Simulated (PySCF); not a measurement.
Mayer bond orders and bond lengths

Species: C₄H₄F₃O₂S (charge -1).
Numbering: `[CH3:1][C@H:2]([S:3][C:4]([F:5])([F:6])[F:7])[C:8](=[O:9])[O-:10]` (hydrogens: H11, H12, H13 on C1; H14 on C2)

Structure used (GFN2-xTB), in Å, numbered top down from 1:
```xyz
14
C4H4F3O2S angstrom
C     -1.0352    0.9651    0.2142
C     -0.5533   -0.4692    0.1747
S      0.9166   -0.7703   -0.8625
C      2.0977    0.2896    0.1160
F      2.0316    0.1159    1.4548
F      1.9607    1.6250   -0.0668
F      3.3727    0.0196   -0.2210
C     -1.4702   -1.4061   -0.6731
O     -2.6439   -1.5691   -0.3837
O     -0.7900   -1.8858   -1.6181
H     -1.0341    1.3867   -0.7900
H     -2.0581    0.9663    0.5909
H     -0.4189    1.5894    0.8611
H     -0.3762   -0.8576    1.1815
```

Bond orders from the PBE0/pcSseg-1 density (PySCF). The structure is a single GFN2-xTB conformer in the gas phase; no vibrational or solvent corrections. The pcSseg-1 basis has no diffuse functions, a weakness for an anion.

Q: Where do the orders between heavy atoms depart from those drawn in the SMILES?

A: The largest departure is 0.542, at C8–O10 (drawn single, 1.542). Drawn single, order above 1.12: C8–O10 (1.542). Drawn single, order below 0.88: C2–C8 (0.844). The SMILES, with its formal charges, is one Lewis structure only.

Q: Give the Mayer order of every bond between heavy atoms, beside its length.

A: 
| bond | drawn as | length (Å) | Mayer order |
| --- | --- | --- | --- |
| C1–C2 | single | 1.514 | 0.994 |
| C2–S3 | single | 1.824 | 0.987 |
| S3–C4 | single | 1.864 | 0.914 |
| C4–F5 | single | 1.352 | 0.940 |
| C4–F6 | single | 1.355 | 0.945 |
| C4–F7 | single | 1.346 | 0.968 |
| C2–C8 | single | 1.561 | 0.844 |
| C8–O9 | double | 1.220 | 1.842 |
| C8–O10 | single | 1.259 | 1.542 |

By pair of heavy elements: C–C: lowest C2–C8 (0.844, 1.561 Å), highest C1–C2 (0.994, 1.514 Å). C–S: lowest S3–C4 (0.914, 1.864 Å), highest C2–S3 (0.987, 1.824 Å). C–F: lowest C4–F5 (0.940, 1.352 Å), highest C4–F7 (0.968, 1.346 Å). C–O: lowest C8–O10 (1.542, 1.259 Å), highest C8–O9 (1.842, 1.220 Å).

Q: And the bonds to hydrogen?

A: C–H: 0.92 to 0.97 (4 bonds).

Q: Sum the orders of all bonds at each heavy atom with more than one neighbour and set the sums beside the valence in the SMILES.

A: C1 3.876 (drawn 4), C2 3.747 (drawn 4), S3 1.901 (drawn 2), C4 3.767 (drawn 4), C8 4.228 (drawn 4). Orders between atoms that aren't bonded are not in these sums.

For a closed shell the Mayer order of atoms A and B is Σ (PS)μν (PS)νμ over the basis functions μ on A and ν on B, with P the density and S the overlap matrix.

These values come from a run that also computed NMR shieldings. Hardware: one thread of an x86-64 server (shared host). Cost: 34 s.
